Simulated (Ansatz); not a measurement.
One change: `FB(S)[SiH2][SiH3]` becomes `FB(S)[CH2][GeH3]`.

Ansatz, PBE0-D4/def2-TZVP geometries, multiplicity 1. Each molecule was computed in one conformer, which needn't be the lowest.

Scalar relativity is left out up to krypton.

| property | `FB(S)[SiH2][SiH3]` |
| --- | --- |
| HOMO energy (PBE0/def2-TZVPP) / eV | -8.02 |
| size of the dipole moment (B3LYP/def2-TZVPP) / D | 0.61 |
| LUMO energy (PBE0/def2-TZVPP) / eV | -1.44 |
| LUMO energy (PBE/def2-TZVPP) / eV | -2.30 |
| HOMO energy (ωB97M-V/def2-TZVPP) / eV | -10.03 |
| HOMO–LUMO gap (PBE/def2-TZVPP) / eV | 4.57 |

Task: Give the same properties after the change, and the shifts. (Best estimate.)

Result: Ansatz gave: 
```csv
property,`FB(S)[CH2][GeH3]`,shift
HOMO energy (PBE0/def2-TZVPP) / eV,-7.93,0.09
size of the dipole moment (B3LYP/def2-TZVPP) / D,0.59,-0.02
LUMO energy (PBE0/def2-TZVPP) / eV,-0.39,1.05
LUMO energy (PBE/def2-TZVPP) / eV,-1.32,0.98
HOMO energy (ωB97M-V/def2-TZVPP) / eV,-10.09,-0.06
HOMO–LUMO gap (PBE/def2-TZVPP) / eV,5.40,0.83
```

With PBE0 the HOMO rises by 0.09 eV and the LUMO rises by 1.05 eV, so the gap widens by about 0.96 eV. PBE moves the HOMO by 0.15 eV and ωB97M-V by -0.06 eV. Dipoles are sizes alone; their direction can turn.

B3LYP here is the variant with VWN-RPA as its local correlation; programs differ in this.
